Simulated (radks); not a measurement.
Correlation energies from several functionals, in hartree. Species: Be+ [He] 2s1; He+ 1s1. Calculated with a radial shooting solver on a logarithmic mesh with Libxc functionals: non-relativistic Kohn-Sham, exchange-only PBE, spin-polarised, spherical densities, point nucleus. Every spin shell is full or empty, so the densities are truly spherical. Functionals are evaluated on that one density, not self-consistently.

functional	Be+	He+
PW92	-0.17263	-0.029346
VWN5	-0.17346	-0.029288
Wigner	-0.10851	0
Chachiyo	-0.16922	-0.029121
PBE	-0.053621	-0.0060503
AM05	-0.15089	-0.025627
TPSS	-0.051879	0
revTPSS	-0.054786	0
r2SCAN	-0.050369	0
Tao-Mo	-0.036916	0
